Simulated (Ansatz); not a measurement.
CH₃ClMoS₂, SMILES `[CH3][Mo](=[S])(=[S])[Cl]` at its PBE0-D4/def2-TZVP geometry, where that method's forces vanish. Charge 0, multiplicity 1. Mo: def2 effective core potential.

```xyz
8

C    -0.4045   -0.6956   -0.7998
Mo    0.3370    0.5771    0.6693
S     2.2299    1.1164   -0.0263
S    -0.9315    2.2337    0.6008
Cl    0.3705   -0.4467    2.6586
H    -0.4425   -0.2325   -1.7857
H     0.2550   -1.5686   -0.8276
H    -1.4138   -0.9838   -0.4892
```

Q: What forces (eV/Å) does B3LYP-D4/def2-TZVPP give on these atoms in Ansatz? (An estimate is asked.)

A: The calculation gave: 
```
C1  -0.124 -0.218 -0.220
Mo2 -0.044 -0.150  0.039
S3   0.492  0.131 -0.167
S4  -0.331  0.422 -0.002
Cl5  0.002 -0.187  0.345
H6  -0.004 -0.046  0.053
H7  -0.054  0.044 -0.012
H8   0.062  0.004 -0.036
```

B3LYP here is the variant with VWN-RPA as its local correlation; programs differ in this.
